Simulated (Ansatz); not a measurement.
`FC1=C(S)[SiH2]1` and `CC1=C(F)[SiH2]1` differ in one atom or group.

Ansatz, PBE0-D4/def2-TZVP geometries, multiplicity 1. Each molecule was computed in one conformer, which needn't be the lowest.

```tsv
property	`FC1=C(S)[SiH2]1`
HOMO energy (B3LYP/def2-TZVPP) / eV	-6.63
size of the dipole moment (PBE/def2-TZVPP) / D	0.42
HOMO energy (PBE/def2-TZVPP) / eV	-5.77
HOMO–LUMO gap (PBE0/def2-TZVPP) / eV	6.31
size of the dipole moment (B3LYP/def2-TZVPP) / D	0.69
LUMO energy (PBE0/def2-TZVPP) / eV	-0.56
```

**Question.** What does the change do to each property? (Estimate.)

**Answer.** The calculation gave: 
| property | `CC1=C(F)[SiH2]1` | shift |
| --- | --- | --- |
| HOMO energy (B3LYP/def2-TZVPP) / eV | -7.39 | -0.76 |
| size of the dipole moment (PBE/def2-TZVPP) / D | 1.55 | 1.13 |
| HOMO energy (PBE/def2-TZVPP) / eV | -6.45 | -0.68 |
| HOMO–LUMO gap (PBE0/def2-TZVPP) / eV | 7.40 | 1.09 |
| size of the dipole moment (B3LYP/def2-TZVPP) / D | 1.68 | 0.99 |
| LUMO energy (PBE0/def2-TZVPP) / eV | -0.22 | 0.34 |

With PBE0 the HOMO falls by 0.75 eV and the LUMO rises by 0.34 eV, so the gap widens by about 1.09 eV. PBE moves the HOMO by -0.68 eV and ωB97M-V by -0.85 eV. Dipoles are sizes alone; their direction can turn.

B3LYP here is the variant with VWN-RPA as its local correlation; programs differ in this.
